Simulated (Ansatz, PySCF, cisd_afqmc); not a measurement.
System: I2, charge 0, singlet. I2 (molecular iodine, SMILES II).
B3LYP-D3(BJ)/def2-TZVP minimum from Ansatz (a program for electronic structure):
```
I
I 1 2.6947
```

Atomisation energy term by term, kcal/mol (programs: Ansatz, cisd_afqmc). UHF or UKS for unpaired electrons; spin-orbit terms are left out. Cores are frozen in correlated methods (noble-gas shells, and filled d and f shells in the p block). Past Kr the def2 sets carry scalar-relativistic core potentials. AFQMC is phaseless with a CISD trial state; ± is one standard error, without the phaseless bias. Outlying blocks are dropped, and bars are widened where a walk drifts. Over all cases where full CI ran beside it in this data, AFQMC minus full CI had a median of +0.1 mEh and passed +0.4 mEh in a tenth of the cases. CBS(X,Y): correlation extrapolated as X^-3, Hartree-Fock from the larger set. A bracket is a step between two methods taken in the basis named. Spin-orbit terms, left out, reach several kcal/mol for Br and I, and more for heavier atoms.

| term | basis | kcal/mol |
|---|---|---|
| Hartree-Fock | def2-QZVPP | 14.70 |
| CCSD correlation | CBS(def2-TZVPP,def2-QZVPP) | 28.50 |
| (T) | CBS(def2-TZVPP,def2-QZVPP) | 4.00 |
| CCSDT(Q) - CCSD(T) | def2-TZVPP | 0.19 |
| CCSDTQ - CCSDT(Q) | def2-SVP | -0.02 |
| minus zero-point energy | harmonic, PySCF's Hessian at B3LYP-D3(BJ)/def2-TZVP | -0.30 |
| sum: D0 |  | 47.1 |

The step beyond CCSD(T) by other levels: CCSDTQ in def2-SVP 0.26; AFQMC/CISD in def2-SVP 0.14 ± 0.14; CCSDT(Q) in def2-SVP 0.27; AFQMC/CISD in def2-TZVPP 0.10 ± 0.25 kcal/mol.
